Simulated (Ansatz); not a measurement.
Basis sets compared for Mg9Se9. Charge 0, multiplicity 1. Geometry PBE-D4/def2-SVP. Ansatz on 2 threads of AMD EPYC 7R13 on a shared host and a share (18 GiB) of an NVIDIA H100 80GB HBM3; times are rough, and most runs start from earlier orbitals.

```xyz
18

Mg    2.988   -1.716   -0.513
Mg    0.117   -1.332   -1.739
Mg   -2.893   -0.380   -0.086
Mg    2.750    0.313   -2.680
Mg   -0.926    2.495   -0.076
Mg   -1.964    0.897   -2.712
Mg   -0.283    0.348    2.828
Mg   -1.706   -2.001    3.749
Mg    1.868    1.045    0.375
Se    0.508    1.585   -2.232
Se   -2.951   -0.309    2.402
Se    2.249   -2.156   -2.948
Se    0.583    2.616    1.901
Se    0.280   -1.169    4.798
Se    0.790   -1.365    0.778
Se    4.189    0.572   -0.599
Se   -2.352   -1.569   -2.318
Se   -3.247    2.128   -0.929
```

Single mean-field runs in def2-SVP, def2-TZVP are fitted with def2-universal-jkfit. Another isomer (singlet) lies 0.11 eV lower at PBE0-D4/def2-TZVP; other spin states weren't run for this one.

Binding counts from free atoms (Mg singlet, Se triplet) in the same basis, without a counterpoise term.

| level | functions | energy (Eh) | HOMO (eV) | LUMO (eV) | binding per atom (eV) | wall time |
| --- | --- | --- | --- | --- | --- | --- |
| PBE-D4/def2-SVP (with forces) | 450 | -23408.2800 | -4.64 | -3.15 | 2.97 | 7 s |
| PBE0-D4/def2-SVP | 450 | -23409.1622 | -5.59 | -2.56 | 2.96 | 9 s |

Estimate the rows for PBE-D4/def2-TZVP, PBE0-D4/def2-TZVP.


```csv
level,functions,energy (Eh),HOMO (eV),LUMO (eV),binding per atom (eV),wall time
PBE-D4/def2-TZVP,720,-23411.5589,-4.69,-3.13,2.95,40 s
PBE0-D4/def2-TZVP,720,-23412.4412,-5.62,-2.52,2.95,20 s
```
